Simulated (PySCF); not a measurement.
# Rotational lines of NaGa

Lines J+1 ← J of the vibrational ground state, computed from RHF-CCSD(T) constants of NaGa, ¹Σ⁺ (singlet), closed shell (PySCF, scalar-relativistic core potentials, basis sets Na aug-cc-pVDZ, Ga aug-cc-pVDZ-PP with ECP10; masses 22.9898 and 68.9256 u), in MHz:

| J | ν (MHz) |
| --- | --- |
| 0 | 5754.3 |
| 1 | 11508.6 |
| 2 | 17262.6 |
| 3 | 23016.2 |
| 4 | 28769.4 |

Task: Find B0 and the effective bond length r0; with αe = 0.000597 cm⁻¹, find Re.

Result: ν = 2B0(J+1) − 4D(J+1)³ gives B0 = 0.095973 cm⁻¹. With the reduced mass μred = 17.240 u, r0 = √(16.8576/(μred·B0)) (u, cm⁻¹, Å) = 3.1920 Å. Be = B0 + αe/2 = 0.096271 cm⁻¹ gives Re = 3.187 Å.

Correlated steps freeze 5 core orbitals. Correlated levels converge slowly with the basis: in double zeta they bind strong bonds too weakly, by up to about 1 eV, and carry superposition errors of some tenths. Where the molecule has an RHF reference, its open-shell atoms are computed with UHF.
